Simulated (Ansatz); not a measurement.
A CCSD(T) single point on `C[Si](C)(C)C1C=CC=C1`.

```yaml
crystal:
  periodic: [false, false, false]
  atoms:
    - {symbol: C, position_ang: [0.148032, -1.385760, -2.014612]}
    - {symbol: Si, position_ang: [-0.142010, -0.831394, -0.247947]}
    - {symbol: C, position_ang: [1.416458, -1.029053, 0.760424]}
    - {symbol: C, position_ang: [-1.533580, -1.843527, 0.494783]}
    - {symbol: C, position_ang: [-0.699064, 1.008613, -0.286140]}
    - {symbol: C, position_ang: [0.432821, 1.810755, -0.791015]}
    - {symbol: C, position_ang: [0.936053, 2.547747, 0.225846]}
    - {symbol: C, position_ang: [0.133691, 2.329894, 1.406563]}
    - {symbol: C, position_ang: [-0.859054, 1.459805, 1.110381]}
    - {symbol: H, position_ang: [0.975923, -0.839255, -2.472652]}
    - {symbol: H, position_ang: [-0.740823, -1.232741, -2.632612]}
    - {symbol: H, position_ang: [0.394283, -2.450898, -2.046645]}
    - {symbol: H, position_ang: [1.268999, -0.691632, 1.788079]}
    - {symbol: H, position_ang: [1.710964, -2.082133, 0.786950]}
    - {symbol: H, position_ang: [2.241383, -0.456382, 0.332525]}
    - {symbol: H, position_ang: [-1.293463, -2.909933, 0.458607]}
    - {symbol: H, position_ang: [-1.705817, -1.576749, 1.540253]}
    - {symbol: H, position_ang: [-2.469960, -1.696390, -0.050146]}
    - {symbol: H, position_ang: [-1.604971, 1.008407, -0.901600]}
    - {symbol: H, position_ang: [0.810043, 1.765936, -1.803499]}
    - {symbol: H, position_ang: [1.802275, 3.194415, 0.174381]}
    - {symbol: H, position_ang: [0.309845, 2.789332, 2.370448]}
    - {symbol: H, position_ang: [-1.627228, 1.103844, 1.783130]}
basis:
  gaussian: {orbitals: def2-TZVPP}
correlation: {method: ccsd_t}
output: {orbitals: {seedname: orbitals}}
```

```sh
$ ansatz run in.yaml --threads 4 --pin off --events-out ev --progress --plain --max-ram 46080MiB --backend cuda --devices 0, --max-vram 37GiB
```

Output of Ansatz, abridged:

```
Functional definition: HF
2822 factors; integrals over basis functions are off by at most 1.1e-3 eV
mean field evaluation 1: about -16322.6942 eV, gradient 5.4e1 eV
mean field evaluation 2: about -16323.1573 eV, gradient 5.4e1 eV
mean field evaluation 4: about -16331.0170 eV, gradient 5.9e0 eV
mean field evaluation 8: about -16331.1520 eV, gradient 4.0e-1 eV
mean field evaluation 16: about -16331.1534 eV, gradient 2.5e-6 eV
mean field -16331.15340767 eV, -600.1588180784 hartree, gradient 2.5e-6 eV, S^2 0.000000; 0 other end points of the search recorded, 0 dependent functions left out; unrestricted orbitals would lower it
13 core orbitals not correlated: weight in the atoms' cores, before any rotation towards them, 1.000 or more for the frozen orbitals, at most 0.000 for the correlated occupied ones
reference -16331.15340767 eV, -600.1588180784 hartree; 25, 25 occupied and 448, 448 virtual orbitals, 2822 factors
second order -39.97495033 eV of doubles, -0.00000000 eV of singles
cycle   1  -40.69542886 eV  change   -7.2e-1 eV  update   1.3e-1
cycle   2  -41.68662790 eV  change   -9.9e-1 eV  update   3.9e-2
cycle   3  -41.87580955 eV  change   -1.9e-1 eV  update   1.8e-2
cycle   4  -41.86823807 eV  change    7.6e-3 eV  update   4.5e-3
cycle   5  -41.86854109 eV  change   -3.0e-4 eV  update   2.0e-3
cycle   6  -41.86904994 eV  change   -5.1e-4 eV  update   5.2e-4
cycle   7  -41.86880155 eV  change    2.5e-4 eV  update   2.5e-4
cycle   8  -41.86880719 eV  change   -5.6e-6 eV  update   1.0e-4
cycle   9  -41.86883019 eV  change   -2.3e-5 eV  update   4.6e-5
perturbative correction -1.96142513 eV, -0.0720810439 hartree
Total energy: -16374.98366298 eV, -601.7695502520 hartree
```

It took 51 s on 4 threads of an AMD EPYC 7R13 on a shared host and a share of an NVIDIA H100 80 GB, with 1.1 GiB of host memory at the peak.

The correlation energy is -43.830 eV, 4.5 % of it from (T); the T1 diagnostic reads 0.0105.
